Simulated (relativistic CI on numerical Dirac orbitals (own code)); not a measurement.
**Er³⁺: 4f valence photoemission**

Computed with this model: Dirac-Coulomb-Breit CI, separate exchange-only KLI orbitals for each configuration, model QED (radiative potential, 1s self-energy scaled to tabulated hydrogen-like ionisation energies), valence Slater integrals scaled by 0.8, multiplet model of photoemission in the sudden approximation; configurations [Xe] 4f11 → [Xe] 4f10; 80 K; Lorentzian 0.1 eV and Gaussian 0.3 eV FWHM. Energies are those of the free ion, without screening or charge transfer. The energies are binding energies and can lie tens of eV above those of solids. S is read from ⟨S²⟩ = S(S + 1).

Field parameters in Wybourne normalisation; cubic f-shell fields have B⁴₄ = √(5/14) B⁴₀ and B⁶₄ = −√(7/2) B⁶₀. The field is a parameter set, without covalency.

Computed curve for free ion, scaled to 100 at the maximum (points under 2 are left out and the grid is thinned):

Energy (eV), Intensity and a bar:
```
     38.4        2.4 
     38.6        6.7 ##
     38.8       39.3 ##############
     38.9       76.5 ###########################
     39.1       83.8 ##############################
     39.3       20.4 #######
     39.5       11.3 ###
     39.6       19.1 ######
     39.8       29.7 ##########
     40.0       13.1 ####
     40.2       15.0 #####
     40.3       15.3 #####
     40.5        8.8 ##
     40.7        6.2 #
     40.9        5.8 #
     41.1       18.6 ######
     41.2       25.7 #########
     41.4       28.9 ##########
     41.6       48.8 #################
     41.8       31.0 ###########
     41.9       26.1 #########
     42.1       51.9 ##################
     42.3       60.7 #####################
     42.5       71.2 #########################
     42.6       82.6 ##############################
     42.8       51.5 ##################
     43.0       19.6 ######
     43.2       39.8 ##############
     43.4       53.8 ###################
     43.5       34.7 ############
     43.7        8.9 ##
     43.9        7.6 ##
     44.1        9.7 ###
     44.2       10.2 ###
     44.4        6.5 ##
     46.3        3.2 
     46.5        5.8 #
     46.6        5.7 #
     46.8        3.2 
     47.0        2.4
```

The ground state has S = 1.48, and the centroid lies at 41.63 eV.
